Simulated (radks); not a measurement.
Results of a calculation; reference values are marked as such.
Question: All-electron atom: the platinum ion Pt3+ in [Xe] 4f14 5d7. Code: a radial shooting solver on a logarithmic mesh with Libxc functionals. Model: scalar-relativistic Kohn-Sham, LDA (Slater exchange, Perdew-Wang correlation), spin-unpolarised, spherical densities, point nucleus. Some entries of the table are withheld. Estimate them.

orbital  occ.  eigenvalue (eV)  r(max) (bohr)
1s          2        -78411.40        0.01062
2s          2        -13805.54        0.06125
2p          6        -11972.80            (1)
3s          2        -3269.743         0.1727
3p          6        -2736.163         0.1718
3d         10              (2)         0.1398
4s          2        -729.9317         0.3899
4p          6        -554.9047         0.4101
4d         10        -342.4059         0.4182
5s          2              (3)         0.8671
4f         14        -106.0963         0.3843
5p          6         -91.1514         0.9740
5d          7         -39.0640          1.227

Answer: 
(1) 2p r(max) (bohr): 0.05060
(2) 3d eigenvalue (eV): -2156.898
(3) 5s eigenvalue (eV): -137.4532
